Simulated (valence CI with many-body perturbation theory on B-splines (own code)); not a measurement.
# Cr9+: electric-dipole lines

Method: relativistic CI+MBPT: five valence electrons over a frozen Dirac-Fock core [Ne], radial functions for each j: 11 s, 11 p, 10 d, 8 f, 5 g, 2 h, with the one-electron correlation potential Σ1 (screened to all orders), the two-electron term Σ2, the three-electron term Σ3, Breit, model QED; selected single and double excitations, second order for the rest, scaled by the run's own slope (own B-spline code, finite nucleus).

No measured levels were compared; by estimate levels of excited configurations hold to 0.05 to 0.15 % of their energy, terms of the ground configuration to about 0.5 %. Among the levels kept, up to 3100 cm⁻¹ of a level comes from second order outside the variational space, and about a tenth of that is noise between levels of different J, which matters for small intervals.

Lines 51 to 100 of 597 in falling wavelength, among levels below 113.72 eV, chosen from the strongest by gf and those to the six lowest levels. Wavelengths and rates use the calculated energies, so an error of 200 cm⁻¹ moves a line at 39.47 nm by 0.079 % and its rate by three times that or more. Electric multipoles are in the length gauge, E1 and E2 with the static RPA response of the core. Weak lines are less certain than strong ones. Lines between different terms over intervals too small for the method are left out, as are lines whose strength nearly cancels. Where a level lies close to another of its J and parity, the split of strength between their lines is uncertain. The highest levels of a list are the least certain.

Names give the largest LS component (configuration and term), which can be under half, so a name can repeat, a term be missing and a line seem to break the LS rules; names also repeat where a configuration has a term twice. Letters in brackets count levels of one name in rising energy.

| λ vac (nm) | Upper | Lower | A (s⁻¹) | S (a.u.) with core polarisation | S without |
| --- | --- | --- | --- | --- | --- |
| 39.47 | 3s3p³3d ²P°_3/2 [b] | 3s²3p²3d ²S_1/2 | 1.13e+09 | 1.38e-01 | 1.43e-01 |
| 39.46 | 3s3p⁴ ²D_5/2 | 3s²3p³ ²D°_3/2 | 3.70e+07 | 6.73e-03 | 6.99e-03 |
| 39.41 | 3s3p³3d ⁴G°_5/2 | 3s²3p²3d ⁴F_3/2 | 2.44e+09 | 4.43e-01 | 4.59e-01 |
| 38.83 | 3s3p³3d ²D°_5/2 [b] | 3s²3p²3d ²P_3/2 [b] | 1.50e+09 | 2.59e-01 | 2.69e-01 |
| 38.02 | 3p⁵ ²P°_1/2 | 3s3p⁴ ²D_3/2 | 3.02e+09 | 1.64e-01 | 1.71e-01 |
| 38.02 | 3s3p³3d ²G°_9/2 [a] | 3s²3p²3d ²F_7/2 [a] | 9.98e+08 | 2.71e-01 | 2.81e-01 |
| 37.64 | 3s3p³3d ²G°_7/2 [a] | 3s²3p²3d ²F_5/2 [a] | 1.09e+09 | 2.30e-01 | 2.39e-01 |
| 37.59 | 3s²3p²3d ²P_3/2 [a] | 3s²3p³ ²P°_3/2 | 4.84e+08 | 5.07e-02 | 5.29e-02 |
| 37.30 | 3s3p³3d ⁴P°_3/2 [a] | 3s²3p²3d ⁴D_5/2 | 1.17e+09 | 1.20e-01 | 1.25e-01 |
| 37.23 | 3s3p³3d ²P°_3/2 [a] | 3s²3p²3d ²P_3/2 [b] | 1.34e+09 | 1.37e-01 | 1.42e-01 |
| 37.20 | 3s3p³3d ²D°_5/2 [d] | 3s²3p²3d ²P_3/2 [c] | 1.06e+09 | 1.61e-01 | 1.67e-01 |
| 37.14 | 3s²3p²3d ²P_3/2 [a] | 3s²3p³ ²P°_1/2 | 2.29e+08 | 2.32e-02 | 2.41e-02 |
| 37.02 | 3s3p⁴ ²P_1/2 | 3s²3p³ ²P°_3/2 | 1.77e+07 | 8.86e-04 | 9.35e-04 |
| 36.97 | 3s3p³3d ⁴F°_9/2 [b] | 3s²3p²3d ⁴D_7/2 | 2.04e+09 | 5.08e-01 | 5.26e-01 |
| 36.95 | 3s3p³3d ⁴P°_5/2 [a] | 3s²3p²3d ²F_7/2 [a] | 8.59e+08 | 1.28e-01 | 1.33e-01 |
| 36.83 | 3s3p³3d ²F°_7/2 [d] | 3s²3p²3d ²F_7/2 [b] | 1.22e+09 | 2.41e-01 | 2.50e-01 |
| 36.83 | 3s3p³3d ⁴F°_7/2 [b] | 3s²3p²3d ⁴D_7/2 | 6.27e+08 | 1.24e-01 | 1.28e-01 |
| 36.60 | 3s3p³3d ²F°_5/2 [d] | 3s²3p²3d ²F_5/2 [b] | 1.44e+09 | 2.09e-01 | 2.17e-01 |
| 36.59 | 3s3p⁴ ²P_1/2 | 3s²3p³ ²P°_1/2 | 2.05e+09 | 9.90e-02 | 1.03e-01 |
| 36.42 | 3s3p³3d ⁴D°_7/2 [b] | 3s²3p²3d ⁴D_5/2 | 9.32e+08 | 1.78e-01 | 1.84e-01 |
| 36.05 | 3s3p³3d ⁴F°_7/2 [b] | 3s²3p²3d ⁴D_5/2 | 2.25e+09 | 4.16e-01 | 4.31e-01 |
| 35.97 | 3p⁴3d ⁴F_9/2 | 3s3p³3d ⁴G°_11/2 | 3.69e+09 | 8.47e-01 | 8.80e-01 |
| 35.96 | 3s3p³3d ⁴F°_5/2 [b] | 3s²3p²3d ⁴D_5/2 | 1.11e+09 | 1.53e-01 | 1.59e-01 |
| 35.89 | 3s3p³3d ²D°_3/2 [a] | 3s²3p²3d ²F_5/2 [a] | 2.32e+09 | 2.12e-01 | 2.20e-01 |
| 35.72 | 3s3p³3d ⁴F°_9/2 [b] | 3s²3p²3d ²F_7/2 [a] | 2.09e+09 | 4.69e-01 | 4.86e-01 |
| 35.66 | 3p⁴3d ⁴D_7/2 | 3s3p³3d ⁴F°_9/2 [a] | 5.15e+09 | 9.22e-01 | 9.57e-01 |
| 35.62 | 3s3p³3d ⁴F°_5/2 [b] | 3s²3p²3d ⁴D_3/2 | 3.35e+09 | 4.49e-01 | 4.65e-01 |
| 35.60 | 3s3p³3d ²G°_7/2 [b] | 3s²3p²3d ²G_7/2 | 3.40e+09 | 6.06e-01 | 6.29e-01 |
| 35.59 | 3s3p³3d ⁴F°_7/2 [b] | 3s²3p²3d ²F_7/2 [a] | 1.04e+09 | 1.84e-01 | 1.91e-01 |
| 35.54 | 3p⁴3d ²P_1/2 | 3s3p³3d ²S°_1/2 [a] | 3.10e+09 | 1.37e-01 | 1.42e-01 |
| 35.53 | 3s3p³3d ⁴F°_3/2 [b] | 3s²3p²3d ⁴D_3/2 | 1.71e+09 | 1.51e-01 | 1.57e-01 |
| 35.50 | 3s3p⁴ ²S_1/2 | 3s²3p³ ²P°_3/2 | 5.36e+09 | 2.37e-01 | 2.46e-01 |
| 35.50 | 3s3p³3d ²D°_5/2 [c] | 3s²3p²3d ²D_5/2 [a] | 1.30e+09 | 1.72e-01 | 1.79e-01 |
| 35.44 | 3s3p³3d ⁴F°_3/2 [b] | 3s²3p²3d ⁴D_1/2 | 3.56e+09 | 3.13e-01 | 3.24e-01 |
| 35.43 | 3p⁴3d ⁴F_7/2 | 3s3p³3d ⁴G°_9/2 | 3.63e+09 | 6.37e-01 | 6.62e-01 |
| 35.38 | 3p⁴3d ⁴D_5/2 | 3s3p³3d ⁴F°_7/2 [a] | 5.13e+09 | 6.73e-01 | 6.98e-01 |
| 35.33 | 3p⁴3d ⁴F_7/2 | 3s3p³3d ⁴G°_7/2 | 6.94e+08 | 1.21e-01 | 1.25e-01 |
| 35.26 | 3s3p³3d ⁴F°_7/2 [b] | 3s²3p²3d ²F_5/2 [a] | 5.96e+08 | 1.03e-01 | 1.07e-01 |
| 35.25 | 3s3p³3d ⁴D°_7/2 [b] | 3s²3p²3d ⁴F_9/2 | 1.31e+09 | 2.27e-01 | 2.34e-01 |
| 35.23 | 3s3p³3d ²G°_9/2 [b] | 3s²3p²3d ²G_9/2 | 7.48e+09 | 1.61e+00 | 1.68e+00 |
| 35.20 | 3s3p³3d ²F°_7/2 [a] | 3s²3p²3d ⁴D_7/2 | 1.05e+09 | 1.81e-01 | 1.88e-01 |
| 35.10 | 3s3p⁴ ²S_1/2 | 3s²3p³ ²P°_1/2 | 9.98e+08 | 4.26e-02 | 4.42e-02 |
| 35.10 | 3s3p³3d ⁴P°_5/2 [b] | 3s²3p²3d ⁴F_7/2 | 1.33e+09 | 1.70e-01 | 1.76e-01 |
| 35.09 | 3s3p³3d ⁴P°_3/2 [a] | 3s²3p²3d ⁴F_5/2 | 1.26e+09 | 1.08e-01 | 1.11e-01 |
| 35.06 | 3p⁴3d ⁴D_3/2 | 3s3p³3d ⁴F°_5/2 [a] | 5.38e+09 | 4.57e-01 | 4.75e-01 |
| 35.04 | 3p⁴3d ⁴F_5/2 | 3s3p³3d ⁴G°_7/2 | 3.86e+09 | 4.91e-01 | 5.10e-01 |
| 35.04 | 3s3p³3d ⁴F°_9/2 [b] | 3s²3p²3d ⁴F_9/2 | 1.96e+09 | 4.16e-01 | 4.31e-01 |
| 35.01 | 3s3p³3d ²D°_3/2 [c] | 3s²3p²3d ²D_3/2 [a] | 1.31e+09 | 1.11e-01 | 1.15e-01 |
| 35.00 | 3s3p³3d ²D°_3/2 [d] | 3s²3p²3d ²D_3/2 [b] | 2.84e+09 | 2.41e-01 | 2.50e-01 |
| 34.92 | 3p⁴3d ²P_3/2 | 3s3p³3d ²S°_1/2 [a] | 1.68e+09 | 1.41e-01 | 1.46e-01 |
